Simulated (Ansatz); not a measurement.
## NiH, doublet: CASSCF and its corrections

Program: Ansatz, Gaussian basis, development build. Basis def2-SVP, nonrelativistic, 9 orbitals frozen in the corrections. State-specific CASSCF; RHF is the lowest restricted (open-shell) Hartree–Fock solution met. Letters tell apart solutions met in one space. A CASSCF solution shown is a saddle point in the orbitals. Small basis; these aren't basis-limit values. No symmetry is imposed, so a solution can break that of the shape. The lowest solution met needn't be the lowest there is, nor hold the orbitals that a chemist would pick.

Geometry: bond length 2.9520 Å. A bond is stretched, to 1.90 times the sum of the covalent radii.

CASSCF less RHF, in eV, and natural occupations:

| CAS | CASSCF | occupations |
| --- | --- | --- |
| (11,7) a | -1.292 | 2.00, 2.00, 2.00, 2.00, 1.64, 1.00, 0.36 |
| (11,7) b | -1.275 | 2.00, 2.00, 2.00, 2.00, 1.62, 1.00, 0.38 |

Question: What totals less RHF do the corrections give on each solution?

Answer: 

| CAS | SC-NEVPT2 |
| --- | --- |
| (11,7) a | -6.958 |
| (11,7) b | -6.875 |

Question: In CAS(11,7), is the solution lowest in CASSCF also lowest after SC-NEVPT2?

Answer: Yes: (11,7) a stays lowest, 0.08 eV under the next.
